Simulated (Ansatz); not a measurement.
The same path of AlFH2OS (6 atoms, charge 0, multiplicity 1) was run twice with different band settings.

The calculation used RKS PBE0/def2-SVP in Ansatz.

Relaxed end points:

```xyz
6
Properties=species:S:1:pos:R:3
O 1.395 -0.464 -1.038
Al 0.228 -0.249 0.158
F 0.408 -1.089 1.576
S -1.494 1.056 -0.037
H 1.446 -0.064 -1.905
H -1.941 0.747 1.201
```

```xyz
6
Properties=species:S:1:pos:R:3
O 1.153 -0.346 -0.952
Al 0.249 -0.417 0.468
F 0.800 -1.408 1.674
S -1.585 0.677 0.865
H 1.016 0.161 -1.751
H -1.590 1.270 -0.350
```

Common settings: spring 5.0 eV/Å²; optimiser quadratic models (default); start path through a guess of the saddle point; force threshold 0.03 eV/Å; iteration limit 60; end points relaxed.

| run | movable images | climbing image |
| --- | --- | --- |
| 1 | 7 | yes |
| 2 | 4 | no |

Task: What does each run give, and how far can it be trusted?

Result: Run 1: converged after 20 iterations, highest image 0.173 eV above the first end. A vibrational analysis at the climbing image gives one clearly imaginary mode, 215i cm⁻¹: a first-order saddle point.
Run 2: converged after 15 iterations, highest image 0.166 eV above the first end. No image climbed, so the highest image needn't sit at the top of the path.
